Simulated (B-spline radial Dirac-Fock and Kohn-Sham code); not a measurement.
# K-line shifts caused by a second vacancy in Xe⁴⁺

System: Xe⁴⁺, configuration 1s2 2s2 2p6 3s2 3p6 3d10 4s2 4p6 4d10 5s2 5p2, inside a Watson sphere of charge -4 and radius 2.2 Å (a model of the Madelung potential; inside it an electron's potential energy is raised by 26.2 eV).

The computed values come from a radial finite-basis atomic code: relaxed Dirac-Fock hole states (ΔSCF) with Breit and QED corrections and a finite nucleus. Each two-hole energy is an average over J within one jj subconfiguration, not an observable level; in light atoms, where LS coupling holds, the j-resolved values are not observed lines, and for a K spectator the Kα1 hypersatellite is nearly forbidden. Correlation energy is missing from these numbers.

Lines without a spectator: Kα2 (K-L2) 29456.5 eV, Kα1 (K-L3) 29777.0 eV, Kβ3 (K-M2) 33559.2 eV, Kβ1 (K-M3) 33621.4 eV. Shifts in eV with one spectator hole (a dash: not computed, or left out as unreliable):

| spectator hole | Kα2 | Kα1 | Kβ3 | Kβ1 |
| --- | --- | --- | --- | --- |
| K (1s) | +635.2 | +659.2 | +812.8 | +818.0 |
| L2 (2p1/2) | +71.8 | +91.5 | – | +190.7 |
| L3 (2p3/2) | +67.5 | +68.6 | +164.9 | – |
| M2 (3p1/2) | – | +11.23 | +24.77 | +29.92 |
| M3 (3p3/2) | +7.87 | – | +24.71 | +24.25 |
| M4 (3d3/2) | +1.66 | -1.26 | – | – |
| M5 (3d5/2) | -1.89 | +0.36 | – | – |
